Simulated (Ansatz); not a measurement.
Cost and result up the ladder for Cd3Te3 (6 atoms). The state is a singlet with charge 0. Geometry: PBE-D4/def2-SVP.

| atom | x (Å) | y (Å) | z (Å) |
| --- | --- | --- | --- |
| Cd1 | -0.222 | -1.018 | 1.190 |
| Cd2 | -1.951 | -1.348 | -1.344 |
| Cd3 | 0.134 | 1.884 | 0.141 |
| Te4 | -1.161 | 1.257 | 2.419 |
| Te5 | 2.044 | -1.401 | -0.356 |
| Te6 | 1.156 | 0.626 | -2.050 |

Ansatz on 2 threads of AMD EPYC 7R13 on a shared host. Times are rough, and most runs start from the orbitals of an earlier one. r2SCAN0-D4/def2-TZVP serves as the yardstick here, not as an exact answer. Binding counts from free atoms at the same level (Cd singlet, Te triplet; other spins of the atoms weren't run), without zero-point energy.

In the def2 sets Cd, Te take a core potential; there is no spin–orbit coupling. Correlated methods freeze 12 core orbitals; core or outer-core shells of Cd, Te are correlated, in sets that lack core-valence functions. The structure comes from a short search, and lower isomers may exist.

| level | functions | binding energy per atom (eV) | difference from r2SCAN0-D4/def2-TZVP (eV) |
| --- | --- | --- | --- |
| BLYP-D4/def2-TZVP | 270 | 1.26 | -0.04 |
| r2SCAN0-D4/def2-TZVP | 270 | 1.30 | 0.00 |
| PBE0-D4/def2-TZVP | 270 | 1.37 | 0.07 |
| MP2/def2-TZVP | 270 | 1.32 | 0.02 |
| r2SCAN-D4/def2-TZVP | 270 | 1.35 | 0.05 |
| PBE-D4/def2-TZVP (with forces) | 270 | 1.41 | 0.11 |

(1) Estimate how long each takes.

Answers

(1) BLYP-D4/def2-TZVP 9.5 s; PBE-D4/def2-TZVP (with forces) 9.5 s; r2SCAN-D4/def2-TZVP 17 s; PBE0-D4/def2-TZVP 23 s; MP2/def2-TZVP 25 s; r2SCAN0-D4/def2-TZVP 28 s. On shared hardware such times vary by a factor of up to 3.
